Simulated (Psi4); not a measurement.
C₅H₁₀O (SMILES OC1CCCC1), singlet, geometry from GFN2-xTB; MP2/def2-TZVPD in Psi4.

Input for Psi4:
```
memory 2 GB

molecule {
0 1
O     1.73915393   -0.58524414   -0.78225024
C     0.96037332    0.07466799    0.18844271
C    -0.01980802   -0.88223913    0.90825088
C    -1.41474514   -0.27183552    0.74458264
C    -1.31015349    0.55079538   -0.53728041
C     0.07497193    1.18164521   -0.41816539
H     1.14547663   -0.95187818   -1.44790577
H     1.69691873    0.49179329    0.87942977
H     0.24520898   -1.01893474    1.95478269
H     0.03068111   -1.85961970    0.42436156
H    -1.63432787    0.38944431    1.58398027
H    -2.19395961   -1.03120135    0.69526088
H    -2.10115522    1.29378708   -0.62540013
H    -1.35866469   -0.10444841   -1.40987608
H     0.47724888    1.52105363   -1.37209835
H     0.03551001    2.03375338    0.26048458
}

set {
  basis def2-tzvpd
  freeze_core true
}

energy('mp2')
print_variables()
```

**Question.** Predict the main parts of the log of this Psi4 run.

**Answer.** 
```
    SCF Algorithm Type (re)set to DF.

   => Loading Basis Set <=

    Name: DEF2-TZVPD
    Role: ORBITAL
    Keyword: BASIS

         ---------------------------------------------------------
                                   SCF
               by Justin Turney, Rob Parrish, Andy Simmonett
                          and Daniel G. A. Smith
                              RHF Reference
         ---------------------------------------------------------

  ==> Geometry <==

    Molecular point group: c1
    Full point group: C1

    Geometry (in Angstrom), charge = 0, multiplicity = 1:

       Center              X                  Y                   Z               Mass
    ------------   -----------------  -----------------  -----------------  -----------------
         O            1.697101309571    -0.576474888649    -0.771426168837    15.994914619570
         C            0.918320699571     0.083437241351     0.199266781163    12.000000000000
         C           -0.061860640429    -0.873469878649     0.919074951163    12.000000000000
         C           -1.456797760429    -0.263066268649     0.755406711163    12.000000000000
         C           -1.352206110429     0.559564631351    -0.526456338837    12.000000000000
         C            0.032919309571     1.190414461351    -0.407341318837    12.000000000000
         H            1.103424009571    -0.943108928649    -1.437081698837     1.007825032230
         H            1.654866109571     0.500562541351     0.890253841163     1.007825032230
         H            0.203156359571    -1.010165488649     1.965606761163     1.007825032230
         H           -0.011371510429    -1.850850448649     0.435185631163     1.007825032230
         H           -1.676380490429     0.398213561351     1.594804341163     1.007825032230
         H           -2.236012230429    -1.022432098649     0.706084951163     1.007825032230
         H           -2.143207840429     1.302556331351    -0.614576058837     1.007825032230
         H           -1.400717310429    -0.095679158649    -1.399052008837     1.007825032230
         H            0.435196259571     1.529822881351    -1.361274278837     1.007825032230
         H           -0.006542610429     2.042522631351     0.271308651163     1.007825032230

  Running in c1 symmetry.

  Rotational constants: A =      0.19187  B =      0.10956  C =      0.08481 [cm^-1]
  Rotational constants: A =   5751.99156  B =   3284.48525  C =   2542.60552 [MHz]
  Nuclear repulsion =  256.918316188650408

  Charge       = 0
  Multiplicity = 1
  Electrons    = 48
  Nalpha       = 24
  Nbeta        = 24

  ==> Algorithm <==

  SCF Algorithm Type is DF.
  DIIS enabled.
  MOM disabled.
  Fractional occupation disabled.
  Guess Type is SAD.
  Energy threshold   = 1.00e-08
  Density threshold  = 1.00e-08
  Integral threshold = 1.00e-12

  ==> Primary Basis <==

  Basis Set: DEF2-TZVPD
    Blend: DEF2-TZVPD
    Number of shells: 129
    Number of basis functions: 315
    Number of Cartesian functions: 351
    Spherical Harmonics?: true
    Max angular momentum: 3

   => Loading Basis Set <=

    Name: (DEF2-TZVPD AUX)
    Role: JKFIT
    Keyword: DF_BASIS_SCF

  ==> Integral Setup <==

  SCF_SUBTYPE=INCORE selected. In-core MEM_DF algorithm will be used.
  Using in-core AOs.

  ==> MemDFJK: Density-Fitted J/K Matrices <==

    J tasked:                   Yes
    K tasked:                   Yes
    wK tasked:                   No
    Algorithm:                 Core
    Schwarz Cutoff:           1E-12
    Mask sparsity (%):       0.9131
    Fitting Condition:        1E-10

   => Auxiliary Basis Set <=

  Basis Set: (DEF2-TZVPD AUX)
    Blend: DEF2-UNIVERSAL-JKFIT
    Number of shells: 210
    Number of basis functions: 632
    Number of Cartesian functions: 738
    Spherical Harmonics?: true
    Max angular momentum: 4

  Minimum eigenvalue in the overlap matrix is 2.0228466518E-06.
  Reciprocal condition number of the overlap matrix is 1.1302740147E-07.
    Using symmetric orthogonalization.

  ==> Pre-Iterations <==

  SCF Guess: Superposition of Atomic Densities via on-the-fly atomic UHF (no occupation information).

   -------------------------
    Irrep   Nso     Nmo
   -------------------------
     A        315     315
   -------------------------
    Total     315     315
   -------------------------

  ==> Iterations <==

                           Total Energy        Delta E     RMS |[F,P]|

   @DF-RHF iter SAD:  -269.97659651848164   -2.69977e+02   0.00000e+00
   @DF-RHF iter   1:  -269.88342159288879    9.31749e-02   2.03410e-03 DIIS/ADIIS
   @DF-RHF iter   2:  -270.06623426310966   -1.82813e-01   1.07640e-03 DIIS/ADIIS
   @DF-RHF iter   3:  -270.11677679340937   -5.05425e-02   1.81720e-04 DIIS/ADIIS
   @DF-RHF iter   4:  -270.11980744746080   -3.03065e-03   3.65712e-05 DIIS
   @DF-RHF iter   5:  -270.11992994393665   -1.22496e-04   1.10597e-05 DIIS
   @DF-RHF iter   6:  -270.11994008960920   -1.01457e-05   3.38910e-06 DIIS
   @DF-RHF iter   7:  -270.11994096992851   -8.80319e-07   9.61380e-07 DIIS
   @DF-RHF iter   8:  -270.11994104388225   -7.39537e-08   3.32120e-07 DIIS
   @DF-RHF iter   9:  -270.11994105394376   -1.00615e-08   8.88012e-08 DIIS
   @DF-RHF iter  10:  -270.11994105487770   -9.33937e-10   2.43427e-08 DIIS
   @DF-RHF iter  11:  -270.11994105494404   -6.63363e-11   6.18793e-09 DIIS
  Energy and wave function converged.

  ==> Post-Iterations <==

    Orbital Energies [Eh]
    ---------------------

    Doubly Occupied:

[...]
    Virtual:

[...]
    Final Occupation by Irrep:
              A
    DOCC [    24 ]
    NA   [    24 ]
    NB   [    24 ]

  @DF-RHF Final Energy:  -270.11994105494404

   => Energetics <=

    Nuclear Repulsion Energy =            256.9183161886504081
    One-Electron Energy =                -875.8102994245095942
    Two-Electron Energy =                 348.7720421809152072
    Total Energy =                       -270.1199410549440358

Computation Completed

Properties will be evaluated at   0.000000,   0.000000,   0.000000 [a0]

Properties computed using the SCF density matrix

 Multipole Moments:

 ------------------------------------------------------------------------------------
     Multipole            Electronic (a.u.)      Nuclear  (a.u.)        Total (a.u.)
 ------------------------------------------------------------------------------------

 L = 1.  Multiply by 2.5417464519 to convert [e a0] to [Debye]
 Dipole X            :          3.0790047           -3.8144609           -0.7354563
 Dipole Y            :         -0.7056984            0.7954308            0.0897323
 Dipole Z            :         -0.9313812            0.9818176            0.0504363
 Magnitude           :                                                    0.7426248

 ------------------------------------------------------------------------------------

  //>>>>>>>>>>>>>>>>>>>>>>>>>>>>>>>>>>>//
  //               DFMP2               //
  //<<<<<<<<<<<<<<<<<<<<<<<<<<<<<<<<<<<//

   => Loading Basis Set <=

    Name: (DEF2-TZVPD AUX)
    Role: RIFIT
    Keyword: DF_BASIS_MP2

	 --------------------------------------------------------
	                          DF-MP2
	      2nd-Order Density-Fitted Moller-Plesset Theory

	        Rob Parrish, Justin Turney, Andy Simmonett,
	           Ed Hohenstein, and C. David Sherrill
	 --------------------------------------------------------

   => Auxiliary Basis Set <=

  Basis Set: (DEF2-TZVPD AUX)
    Blend: DEF2-TZVPD-RI
    Number of shells: 256
    Number of basis functions: 792
    Number of Cartesian functions: 950
    Spherical Harmonics?: true
    Max angular momentum: 4

	 --------------------------------------------------------
	                 NBF =   315, NAUX =   792
	 --------------------------------------------------------
	   CLASS    FOCC     OCC    AOCC    AVIR     VIR    FVIR
	   PAIRS       6      24      18     291     291       0
	 --------------------------------------------------------

	-----------------------------------------------------------
	 ==================> DF-MP2 Energies <====================
	-----------------------------------------------------------
	 Reference Energy          =    -270.1199410549440358 [Eh]
	 Singles Energy            =      -0.0000000000000000 [Eh]
	 Same-Spin Energy          =      -0.2577735962460678 [Eh]
	 Opposite-Spin Energy      =      -0.8196126505779836 [Eh]
	 Correlation Energy        =      -1.0773862468240514 [Eh]
	 Total Energy              =    -271.1973273017680981 [Eh]
	-----------------------------------------------------------
	 ================> DF-SCS-MP2 Energies <==================
	-----------------------------------------------------------
	 SCS Same-Spin Scale       =       0.3333333333333333 [-]
	 SCS Opposite-Spin Scale   =       1.2000000000000000 [-]
	 SCS Same-Spin Energy      =      -0.0859245320820226 [Eh]
	 SCS Opposite-Spin Energy  =      -0.9835351806935803 [Eh]
	 SCS Correlation Energy    =      -1.0694597127756029 [Eh]
	 SCS Total Energy          =    -271.1894007677196328 [Eh]
	-----------------------------------------------------------

  Variable Map:
  ----------------------------------------------------------------------------
[...]
  Array Variable Map:
  ----------------------------------------------------------------------------
[...]
[...]
```
